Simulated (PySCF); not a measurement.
Computed, not measured: PySCF 2.14.0, delta-SCF UKS SCAN, pcX-2 on the ionised atom, pcseg-1 elsewhere, spin-free X2C. Geometries: PBE0-D3(BJ)/def2-SVP; isolated species, one conformer each. Values against the vacuum level. For 2p shells one spin-free hole was relaxed; a mean-field spin–orbit operator and the ground-state splitting of the three 2p orbitals were then diagonalised within the shell. The shell's mean is (2 × 2p3/2 + 2p1/2)/3, and the degeneracies 2j + 1 give areas of 2:1.

(1) Order these sites by rising C 1s binding energy.
A. C1 in `[CH3:1][B:2]([OH:3])[O:4][CH:5]([CH3:6])[CH3:7]`
B. C1 in `[CH3:1][CH2:2][SiH2:3][O:4][SiH3:5]`
C. C1 in `[CH3:1][CH:2]=[C:3]1[CH2:4][CH2:5][CH2:6][CH2:7]1`
D. C2 in `[CH2:1]=[CH:2][S:3][CH:4]=[CH2:5]`

(2) Rank by computed Si 1s binding energy, lowest first.
A. Si1 in `[SiH3:1][SiH2:2][Br:3]`
B. Si5 in `[CH3:1][CH2:2][SiH2:3][O:4][SiH3:5]`
C. Silicon in `[SiH3]OB[AsH2]`

(3) Rank by computed Si 2p3/2 binding energy, lowest first.
A. Si2 in `[SiH3:1][SiH2:2][Br:3]`
B. Silicon in `B(O[SiH3])[AsH2]`
C. Si3 in `[CH3:1][CH2:2][SiH2:3][O:4][SiH3:5]`

Answers

(1) A (290.08 eV), C (290.47 eV), B (290.74 eV), D (291.19 eV).

The highest is bonded to S, C (double bond) and H, the lowest to 3 H and B; the range is 1.11 eV.

(2) A (1846.56 eV), B (1847.44 eV), C (1847.88 eV).

The highest is bonded to O and 3 H, the lowest to 3 H and Si; the range is 1.32 eV.

(3) C (107.11 eV), A (107.49 eV), B (108.00 eV).

The highest is bonded to O and 3 H, the lowest to O, C and 2 H; the range is 0.89 eV.

1 of these hole states is spin-contaminated (⟨S²⟩ 0.90, against 0.75; counted from 0.85) and less certain.
